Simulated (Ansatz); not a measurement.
C4H9B, SMILES `CC1CBC1`. Total charge 0; spin multiplicity 1.

```xyz
14

C    -0.844   -0.316    1.444
C    -0.477    0.193    0.068
C     0.847    0.998   -0.082
B     0.991    0.252   -1.456
C    -0.031   -0.849   -0.999
H    -1.041    0.509    2.134
H    -1.735   -0.949    1.410
H    -0.026   -0.912    1.860
H    -1.303    0.787   -0.336
H     0.826    2.086   -0.005
H     1.582    0.622    0.643
H     1.496    0.533   -2.505
H    -0.773   -1.276   -1.676
H     0.487   -1.678   -0.500
```

**Question.** Give the diagnostics of a CCSD(T)/def2-TZVPP run (frozen core, Ansatz 0.2.0). (An estimate is asked.)

**Answer.** Computed: T1 = 0.0098, largest single amplitude 0.013, largest double 0.015, (T) share of the correlation energy 3.9 %, 10 CCSD cycles. The RHF solution is stable towards an unrestricted one. T1 lies under the customary mark of 0.02 for closed shells.
